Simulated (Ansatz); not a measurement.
Geometry optimisation, UKS PBE/STO-3G (Ansatz).

The input (input.yaml):

```yaml
crystal:
  periodic: [false, false, false]
  atoms:
    - { symbol: C, position_ang: [-0.1228, -1.2202, 2.1794] }
    - { symbol: Si, position_ang: [0.6896, -0.183, 0.9026] }
    - { symbol: P, position_ang: [2.0392, -1.3793, -0.3469] }
    - { symbol: Si, position_ang: [1.2497, 0.0817, -1.7462] }
    - { symbol: C, position_ang: [-0.4045, 0.0781, -0.6626] }
    - { symbol: Si, position_ang: [-1.4737, 1.7038, -0.7101] }
    - { symbol: H, position_ang: [0.5384, -1.5012, 2.9617] }
    - { symbol: H, position_ang: [-0.5907, -2.0556, 1.7327] }
    - { symbol: H, position_ang: [-0.9667, -0.5853, 2.6903] }
    - { symbol: H, position_ang: [1.3371, 1.0597, 1.4269] }
    - { symbol: H, position_ang: [1.1827, -2.4534, -0.5829] }
    - { symbol: H, position_ang: [3.4096, -1.11698, -0.4617] }
    - { symbol: H, position_ang: [0.8976, -0.4925, -3.0965] }
    - { symbol: H, position_ang: [-1.0569, -0.7795, -0.8305] }
    - { symbol: H, position_ang: [-2.1115, 1.7975, -2.0383] }
    - { symbol: H, position_ang: [-2.53, 1.6481, 0.3414] }
    - { symbol: H, position_ang: [-0.6301, 2.9169, -0.4557] }
magnetization:
  spin_polarized: true
basis:
  gaussian: { orbitals: STO-3G }
hamiltonian:
  xc: pbe
relax:
  f_tol: 0.02
  max_steps: 50
output:
  orbitals: {}
```

Launched with:

```bash
$ ansatz run input.yaml --threads 1 --pin off --max-ram 2048MiB --backend cpu --events-out ev --progress --plain --runs-dir out
```

**Question.** Where does it end, and by what steps?

**Answer.** The run converged. Limits of this set-up: minimal basis. After 21 steps the energy has fallen by 2.806 eV; H13 moved furthest, 1.32 Å. Parted: Si2–Si4.

| step | energy less start (eV) | largest force component (eV/Å) | accepted |
| --- | --- | --- | --- |
| 0 | 0.0000 | 4.465 | yes |
| 1 | -1.5718 | 1.376 | yes |
| 2 | -2.3306 | 1.187 | yes |
| 3 | -2.5586 | 0.844 | yes |
| 4 | -2.6781 | 0.472 | yes |
| 5 | -2.7331 | 0.239 | yes |
| 6 | -2.7512 | 0.168 | yes |
| 7 | -2.7607 | 0.390 | yes |
| 8 | -2.7780 | 0.124 | yes |
| 9 | -2.7874 | 0.139 | yes |
| 10 | -2.7935 | 0.226 | yes |
| 11 | -2.7946 | 0.246 | yes |
| 12 | -2.7999 | 0.118 | yes |
| 13 | -2.8015 | 0.052 | yes |
| 14 | -2.8031 | 0.039 | yes |
| 15 | -2.8041 | 0.068 | yes |
| 16 | -2.8045 | 0.055 | yes |
| 17 | -2.8051 | 0.038 | yes |
| 18 | -2.8054 | 0.042 | yes |
| 19 | -2.8048 | 0.069 | no |
| 20 | -2.8055 | 0.026 | yes |
| 21 | -2.8056 | 0.013 | yes |

```xyz
17
Properties=species:S:1:pos:R:3
C -0.206 -1.471 1.992
Si 0.497 -0.223 0.764
P 2.127 -1.073 -0.498
Si 0.753 -0.080 -2.243
C -0.539 0.217 -0.742
Si -1.266 1.948 -0.713
H 0.552 -1.784 2.730
H -0.581 -2.374 1.482
H -1.050 -1.026 2.548
H 1.044 0.917 1.498
H 2.359 -2.392 -0.036
H 3.340 -0.510 -0.046
H 0.215 -1.460 -2.513
H -1.379 -0.498 -0.804
H -1.982 2.243 -1.947
H -2.208 2.136 0.386
H -0.219 2.948 -0.554
```

Whether the end is a true minimum wasn't checked by a vibrational analysis.

Run time: 2.3 min on 1 thread of Arm Neoverse V2 (shared host), peak memory 0.18 GiB.
